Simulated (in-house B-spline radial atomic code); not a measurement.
The numbers below are computed, except where a source is named.
Making a Troullier-Martins s channel for N, r_c = 0.88 bohr

N, [He] 2s2 2p3, non-relativistic LDA (VWN5), spherical and spin-unpolarised, from a B-spline radial code for spherical atoms (atomic units). The all-electron 2s level is ε = -0.676151 hartree, its outermost node lies just inside 0.33 bohr and its outer maximum at 1.02 bohr.

Inside r_c the pseudo-orbital is u(r) = r^1 exp(p(r)), with p = c0 + c2 r² + c4 r⁴ + … + c12 r¹². The seven coefficients follow from p and its first four derivatives at r_c, from zero curvature of the screened potential at the origin, c4 = −c2²/(2l + 5), and from the norm inside r_c. At r_c the all-electron orbital has P = 0.8669577, P' = 0.3551044, the screened potential V = -2.469083, V' = 5.313245, V'' = -15.17957, and the norm inside is Q = 0.2322974.

**Question.** What are p, p' and p'' at r_c?

**Answer.** p = ln(P/r_c^1) = ln(0.8669577/0.88) = -0.01493. p' = P'/P − 1/r_c = 0.40960 − 1.13636 = -0.72677. The radial equation gives p'' = 2(V − ε) − 2(1) p'/r_c − p'² = -3.58586 − (-1.65174) − 0.52819 = -2.46231. Differentiating, p''' = 2V' + 2(1)p'/r_c² − 2(1)p''/r_c − 2p'p'' = 10.767, and p'''' = 2V'' − 4(1)p'/r_c³ + 4(1)p''/r_c² − 2(1)p'''/r_c − 2p''² − 2p'p''' = -59.758.

For a trial c2 the five matching conditions are linear in c0, c6, c8, c10 and c12, and c2 is varied until the norm inside r_c equals Q. The root nearest zero gives:

```tsv
n	c_n
0	-0.3406807
2	1.68388
4	-0.5670905
6	-6.099402
8	10.63578
10	-7.316355
12	1.887317
```

**Question.** Check c4 and p(r_c), and find the screened pseudopotential at the origin.

**Answer.** −c2²/5 = -0.567091, as listed. The terms c_n r_c^n are -0.34068, 1.30400, -0.34008, -2.83259, 3.82499, -2.03761, 0.40704, which sum to -0.01493. Inverting the radial equation, V_l(r) = ε + 1 p'/r + (p'' + p'²)/2, so V_l(0) = ε + (2l + 3) c2 = -0.676151 + 3 × (1.68388) = 4.3755 hartree, finite where the all-electron potential diverges.

Orbitals and screened potentials:

| r (bohr) | P | u | V all-electron | V pseudo |
| --- | --- | --- | --- | --- |
| 0.088 | -0.3711 | 0.06341 | -67.18 | 4.367 |
| 0.22 | -0.2539 | 0.1694 | -21.51 | 4.087 |
| 0.352 | 0.08358 | 0.303 | -11.15 | 2.786 |
| 0.484 | 0.4031 | 0.4704 | -6.858 | 0.1778 |
| 0.616 | 0.6401 | 0.6488 | -4.645 | -2.427 |
| 0.748 | 0.7899 | 0.79 | -3.327 | -3.153 |
| 0.88 | 0.867 | 0.867 | -2.469 | -2.469 |

Logarithmic derivatives P'/P at R = 1.18 bohr, for energies E around ε:

```tsv
E − ε (hartree)	all-electron	pseudo
-0.5	0.244892	0.24414
-0.25	-0.0160062	-0.0162313
-0.1	-0.187187	-0.187228
0	-0.308348	-0.308348
0.1	-0.435768	-0.435815
0.25	-0.640014	-0.640349
0.5	-1.02183	-1.02351
```

**Question.** With P(R) = 0.8659238 and a norm of 0.4656159 inside R, what slope in energy does norm conservation fix?

**Answer.** d(P'/P)/dE = −2 × (norm inside R)/P(R)² = -1.2419 per hartree·bohr at E = ε, for both atoms, since orbital and norm agree at R. Differences over ±0.1 hartree give -1.2429 (all-electron) and -1.2429 (pseudo), which also hold third-order terms. Half a hartree below ε the two curves differ by -0.0008.
